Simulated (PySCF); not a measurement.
## Spectroscopy problems

PySCF 2.14.0 with density-fitted response routines calculation with couplings computed with B3LYP/pcJ-1, shieldings: GIAO PBE0/pcSseg-1 and GFN2-xTB structure; non-relativistic, no solvent, one computed conformer, averaged over atoms made equivalent by symmetry, fast rotation or ring inversion.

Scale: 1H, 13C against TMS (reference shieldings calculated alike). Multiplet labels drop J under 1 Hz and among equivalent protons, and merge close values. Unscaled 3J(H,H) run several per cent high. Where no couplings were computed, multiplicities follow the n + 1 count of equivalent neighbours, and m marks all less simple cases (inequivalent or close neighbours, rings, F or P nearby). Acid and N–H amide carbonyl carbons lie up to 10 ppm further downfield in solution (hydrogen bonding). Shifts are as computed. Against solution values, carbons near 30 ppm lie about +3 ppm off and those near 130 ppm about +5 ppm. Of 1211 compounds with measured shifts, 218 miss one by over three times the rms of a fit or turn the order of signals round; such compounds aren't used in these exercises. OH and NH positions are gas-phase values without hydrogen bonding to other molecules.

**Question.** C7H10O2. 1H NMR (600 MHz, computed): δ 6.16 (s, 1H), 5.89 (br s, 1H), 3.41 (m, 1H), 1.94 (s, 3H), 1.93 (m, 1H), 1.55 (s, 3H). 13C{1H} NMR (computed): δ 180.4 (C), 159.4 (C), 141.7 (CH), 48.8 (C), 42.9 (CH2), 23.6 (CH3), 20.0 (CH3). What is it?

**Answer.** SMILES CC1=C[C@@](C)(C(=O)O)C1. The formula gives 3 degrees of unsaturation (1 ring in the answer). 7 carbon signals for 7 carbons: no two carbons are equivalent. Carbon types of the structure: 3 × C, 1 × CH, 1 × CH2, 2 × CH3, leaving 1 H on heteroatoms. δC 180.4: carboxylic acid carbon; lone-pair donation from the attached heteroatom keeps it upfield of a ketone carbonyl. δC 159.4: fully substituted alkene carbon; as expected for a trigonal carbon in a double bond. δC 141.7: alkene CH; an sp2 carbon of a C=C bond. δC 48.8: quaternary sp3 carbon α to a carbonyl; α to the electron-withdrawing carbonyl group.

The shifts were computed for this structure.

**Question.** C5H4. 1H NMR (300 MHz, computed): δ 7.27 (d, J = 2.1 Hz, 2H), 2.13 (q, J = 2.1 Hz, 1H), 0.96 (d, J = 2.1 Hz, 1H). 13C{1H} NMR (computed): δ 119.9 (CH), 95.0 (C), 66.4 (CH), 5.8 (CH). Identify the compound.

**Answer.** `C#CC1C=C1`. Rings plus π bonds: 4 (1 ring in the answer). 4 carbon signals for 5 carbons: some carbons are equivalent by symmetry or fast rotation. Carbon types of the structure: 1 × C, 4 × CH, which accounts for all hydrogens. δC 119.9: alkene CH; as expected for a trigonal carbon in a double bond. δC 95.0: alkyne carbon; the triple bond shields along its axis, which puts it between sp3 and sp2 carbons. δC 66.4: terminal alkyne carbon; sp carbons lie upfield of alkene carbons because the cylindrical π system leaves one tensor component strongly shielded. δH 0.96: hydrogen on a terminal alkyne carbon; it lies on the axis of the triple bond, in its shielding cone.

The shifts were computed for this structure.

**Question.** C7H8O2Si. 1H NMR (400 MHz, computed): δ 6.08 (br s, 1H), 5.11 (s, 2H), 4.77 (s, 2H), 2.09 (s, 3H). 13C{1H} NMR (computed): δ 232.6 (C), 170.4 (C), 113.6 (C), 90.5 (C), 82.5 (C), 76.2 (CH2), 6.1 (CH3). Give a structure.

**Answer.** `C=C=C([SiH2]C#CC)C(=O)O`. The formula gives 5 degrees of unsaturation (no ring in the answer). 7 carbon signals for 7 carbons: no two carbons are equivalent. Carbon types of the structure: 5 × C, 1 × CH2, 1 × CH3, leaving 3 H on heteroatoms. δC 232.6: central carbon of an allene; the central sp carbon of an allene is among the most deshielded carbons of hydrocarbons. δC 170.4: carboxylic acid carbon; it is a carbonyl in resonance with an O or N lone pair, the region of acids, esters and amides. δC 113.6, 82.5: alkyne carbon. δC 90.5, 76.2: terminal carbon of a cumulated C=C=C unit.

The data come from this structure; uniqueness wasn't tested.
